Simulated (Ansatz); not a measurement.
Two members of one family ((BeTe)n), computed with Ansatz in the gas phase; def2 core potentials for Te, no spin–orbit coupling. The two geometries come from different levels. Binding counts from free atoms in the multiplicity of their measured ground term, without zero-point energy. The structures are stationary points that may keep the symmetry of their start.

First: (BeTe)4 cube (singlet, charge 0, PBE-D4/def2-SVP geometry).

```xyz
8

Be    0.5211    0.0862   -1.4219
Te   -1.4830    1.4190   -1.3263
Be   -0.0461    1.3897    0.6064
Te    2.2479    0.9584    0.0132
Be    0.9198   -0.8802    0.8231
Te    0.0748   -2.2391   -0.9770
Be   -1.3946   -0.5954   -0.0085
Te   -0.8399   -0.1386    2.2911
```

```csv
level,HOMO (eV),LUMO (eV),gap (eV),binding per atom (eV)
PBE-D4/def2-SVP,-5.81,-3.96,1.85,3.07
PBE-D4/def2-TZVP,-5.82,-3.96,1.86,3.05
r2SCAN-D4/def2-TZVP,-6.06,-3.81,2.24,2.98
PBE0-D4/def2-SVP,-6.78,-3.37,3.41,3.01
PBE0-D4/def2-TZVP,-6.75,-3.32,3.43,3.00
```

Second: (BeTe)6 ring (singlet, charge 0, r2SCAN-D4/def2-SVP geometry).

```xyz
12

Be   -0.007    2.529    0.047
Te   -1.135    2.337    1.968
Be   -2.258    1.080    0.475
Te   -3.553    0.007   -1.013
Be   -1.650   -1.035   -1.596
Te    0.092   -2.289   -2.281
Be    0.011   -2.529   -0.057
Te   -0.059   -2.433    2.176
Be    1.670   -1.126    1.559
Te    3.543   -0.005    1.036
Be    2.234    1.079   -0.431
Te    1.112    2.384   -1.885
```

Question: Estimate the same table for the second.

Answer: 
```json
{"level": "PBE-D4/def2-SVP", "HOMO (eV)": "-5.71", "LUMO (eV)": "-3.30", "gap (eV)": "2.42", "binding per atom (eV)": "2.94"}
{"level": "PBE-D4/def2-TZVP", "HOMO (eV)": "-5.77", "LUMO (eV)": "-3.26", "gap (eV)": "2.52", "binding per atom (eV)": "2.91"}
{"level": "r2SCAN-D4/def2-TZVP", "HOMO (eV)": "-6.04", "LUMO (eV)": "-3.10", "gap (eV)": "2.94", "binding per atom (eV)": "2.88"}
{"level": "PBE0-D4/def2-SVP", "HOMO (eV)": "-6.68", "LUMO (eV)": "-2.73", "gap (eV)": "3.95", "binding per atom (eV)": "2.88"}
{"level": "PBE0-D4/def2-TZVP", "HOMO (eV)": "-6.71", "LUMO (eV)": "-2.63", "gap (eV)": "4.09", "binding per atom (eV)": "2.86"}
```
